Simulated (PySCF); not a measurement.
C₂H₇BN₂O, SMILES C/C=N/B(N)O. The structure is a stationary point at PBE-D3(BJ)/def2-SVP. The structure was generated by enumeration; whether it is a known compound was not checked. Other conformers were not sampled.

Problem. Give the equilibrium geometry at PBE-D3(BJ)/def2-SVP (PySCF confirms it by a frequency run) as bond lengths and angles. (Estimate from the structure and the level; the computed values follow.)

Solution. One answer among several that fit: 
Atoms: C1 C2 N3 B4 N5 O6 H7 H8 H9 H10 H11 H12 H13. Bond lengths (Å): C1–C2 1.502, C1–H7 1.112, C1–H8 1.106, C1–H9 1.111, C2–N3 1.275, C2–H10 1.125, N3–B4 1.461, B4–N5 1.417, B4–O6 1.385, N5–H11 1.017, N5–H12 1.019, O6–H13 0.973. Angles (°): C2–C1–H7 110.5, C2–C1–H8 110.5, C2–C1–H9 110.4, H7–C1–H8 109.6, H7–C1–H9 106.1, H8–C1–H9 109.7, C1–C2–N3 123.6, C1–C2–H10 114.5, N3–C2–H10 121.9, C2–N3–B4 124.9, N3–B4–N5 121.5, N3–B4–O6 119.7, N5–B4–O6 118.8, B4–N5–H11 122.6, B4–N5–H12 122.0, H11–N5–H12 114.5, B4–O6–H13 109.7.
